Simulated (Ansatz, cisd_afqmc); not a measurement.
Species: AgCl, charge 0, singlet. AgCl (SMILES [Cl][Ag]).
B3LYP-D3(BJ)/def2-TZVP minimum from Ansatz (a quantum-chemistry and plane-wave program):
```
Ag
Cl 1 2.3078
```
Charge 0, spin multiplicity 1.

Total energies in def2-SVP, 18 correlated electrons, 9 frozen orbitals. UHF or UKS for unpaired electrons; spin-orbit terms are left out. Correlated methods leave the cores frozen (noble-gas shells, and filled d and f shells in the p block). Past Kr the def2 sets carry scalar-relativistic core potentials. The Monte Carlo rows (phaseless AFQMC, CISD trial, step 0.005/hartree) carry one-sigma bars that omit the constraint's bias. Outlying blocks are dropped, and bars are widened where a walk drifts. Over all cases where full CI ran beside it in this data, AFQMC minus full CI had a median of +0.1 mEh and passed +0.4 mEh in a tenth of the cases.

The bar of a AFQMC/CISD walk is widened from 0.25 to 0.33 mEh, since its error had not levelled off in the blocking analysis.

```csv
method,program,energy (Eh),minus CCSDTQ (mEh)
HF,Ansatz,-605.48097,381.79
MP2,Ansatz,-605.84999,12.77
CCSD,Ansatz,-605.85349,9.28
CCSD(T),Ansatz,-605.86234,0.42
CCSDT(Q),Ansatz,-605.86272,0.04
CCSDTQ,Ansatz,-605.86276,0.00
AFQMC/CISD,cisd_afqmc,-605.8629 ± 0.0004,-0.2 ± 0.4
```

Rough core times of Ansatz's runs on a shared machine: CCSD(T) under 20 s, CCSDT(Q) 50 s, CCSDTQ 50 min.
